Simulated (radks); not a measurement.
Values are calculated unless marked as measured or tabulated.
Kinetic energies: the exact non-interacting value of the Kohn-Sham orbitals and orbital-free approximations, as 100 (|E| - |E exact|)/|E exact|, negative where the magnitude is too small. Species: Au [Xe] 4f14 5d10 6s1; H 1s1; Au [Xe] 4f14 5d10 6s1. Code: a radial shooting solver on a logarithmic mesh with Libxc functionals. Model: non-relativistic Kohn-Sham, LDA (Slater exchange, Perdew-Wang correlation), spin-polarised, spherical densities, point nucleus. Every spin shell is full or empty, so the densities are truly spherical. Functionals are evaluated on that one density, not self-consistently.

| functional | Au | H | Au |
|---|---|---|---|
| exact (hartree) | 17854.7 | 0.466675 | 17854.7 |
| Thomas-Fermi | -4.65 | -9.01 | -4.65 |
| von Weizsacker | -64.47 | 0.00 | -64.47 |
| TF + vW | +30.88 | +90.99 | +30.88 |
| APBEK | +0.03 | +1.53 | +0.03 |
| revAPBEK | +0.17 | +2.42 | +0.17 |
| Perdew 92 | -0.69 | +2.12 | -0.69 |
| Pearson | -0.85 | -2.89 | -0.85 |
| LKT | +15.96 | +61.68 | +15.96 |
